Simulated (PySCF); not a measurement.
Sn(F)2 cation (F2Sn), SMILES [F][Sn][F] (connectivity only; charge and spin as stated), charge +1, multiplicity 2.

The structure is a stationary point at B3LYP-D3(BJ)/def2-TZVP. The geometry has at least one imaginary mode, so it is a saddle point at that level. The spin state was assumed, not searched. The isomer is the one that the SMILES or the coordinates give; other isomers of the formula were not compared. The def2 effective core potentials stand for the cores of Sn; spin–orbit coupling is left out.

Computed with IEF-PCM-ωB97X/def2-SVP (PySCF 2.14.0).

The values are the electrostatic part of the solvation free energy, E(continuum) − E(gas) at the gas-phase geometry, in a cavity of scaled van der Waals radii (PySCF's table); cavitation and dispersion terms are not included. A continuum can't describe solvent molecules that bind to the metal.

Computed values in water (ε = 78.36), tetrahydrofuran (ε = 7.43), toluene (ε = 2.37):
```csv
solvent,ε,ΔG(elec) (kcal/mol)
water,78.36,-70.0
tetrahydrofuran,7.43,-60.8
toluene,2.37,-39.9
```
